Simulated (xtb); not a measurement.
Harmonic IR lines of one isomer of H$_{6}$OSi$_{3}$, unscaled. Calculation: GFN2-xTB (xtb 6.7.1).

wavenumber (cm⁻¹): 276 (vw), 299 (vw), 348 (w), 405 (m), 436 (w), 468 (vw), 607 (m), 622 (w), 653 (m), 708 (s), 834 (m), 861 (vs), 880 (m), 1977 (s), 2105 (s), 2148 (s), 2158 (m), 2180 (s)

### Question
Which structure gives these lines?
A) `O1[SiH2][SiH2][SiH2]1`
B) `O[SiH2][SiH]=[SiH2]`
C) `O=[SiH][SiH2][SiH3]`

### Answer
B, `O[SiH2][SiH]=[SiH2]`
